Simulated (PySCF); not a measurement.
Gas-phase reaction: ZrCl2(OH)2 + Cl → ZrCl3OH + OH

Method: PySCF energies plus ideal-gas RRHO corrections (1 bar). † marks an energy on the PBE0/def2-TZVP geometry and frequencies; other levels use their own. CCSD(T) freezes the core. Open shells (unrestricted): Cl (multiplicity 2, electronic degeneracy 6), OH (multiplicity 2, electronic degeneracy 4); the rest are closed-shell singlets. Spin-orbit splitting is ignored; it lowers the true energy and changes the entropy of Cl, OH. B3LYP is the form with VWN-RPA correlation. Zr: scalar-relativistic def2 core potential, no spin-orbit coupling. ZrCl2(OH)2, ZrCl3OH: computed as isolated molecules; such fragments, hydroxides, amides, oligomers or adducts are transient or little studied in the gas. CCSD(T) isn't extrapolated to the basis-set limit; its ΔH°(298 K) is 56.4 kJ in def2-SVP and 44.6 kJ in def2-TZVPP. The harmonic model lacks anharmonicity and excited electronic states, which grow with temperature; levels with a mode under 35 cm⁻¹ are left out. Soft modes under 120 cm⁻¹ make the harmonic entropy rough for ZrCl2(OH)2, ZrCl3OH.

```tsv
level	ΔE electronic, kJ	ΔH°(298 K), kJ	ΔS°(298 K), J/K	ΔG°(2000 K), kJ
B3LYP/def2-TZVP†	49	43	7	41
BLYP/def2-TZVP†	53	47	7	45
CCSD(T)/def2-TZVPP†	51	45	7	43
M06-2X/def2-TZVP†	48	42	7	40
PBE/def2-SVP	58	52	11	42
PBE0/def2-QZVP†	38	32	7	30
PBE0/def2-SVP†	49	43	7	41
LDA/def2-TZVP†	67	61	7	59
```
ΔH° is lowest at PBE0/def2-QZVP† and highest at LDA/def2-TZVP†. No reference value is set beside these.
